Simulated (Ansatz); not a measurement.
```xyz
10

O     0.512    1.616    0.084
C    -0.250    0.794    0.864
F    -1.303    1.473    1.365
Cl    0.784    0.307    2.239
O    -0.751   -0.278    0.215
Si    0.111   -1.266   -0.826
H    -0.069    1.999   -0.587
H    -0.790   -2.415   -1.052
H     1.388   -1.682   -0.204
H     0.367   -0.549   -2.099
```

Charge 0, multiplicity 1.

**Question.** List the ωB97M-V/def2-TZVPP orbital energies in eV (Ansatz 0.2.0). (Best estimate.)

**Answer.** Ansatz gave: Occupied: -2772.23, -1808.04, -678.34, -527.57, -527.26, -288.51, -262.61, -200.15, -199.93, -199.92, -149.04, -103.20, -103.13, -103.13, -38.08, -33.87, -32.16, -26.69, -21.97, -20.16, -18.98, -17.78, -17.10, -15.79, -14.99, -14.11, -14.02, -13.40, -12.64, -12.13, -11.94, -11.55, -11.33. Lowest empty: 1.54, 2.32, 2.69, 3.09, 3.32, 3.62, 5.52, 5.62.
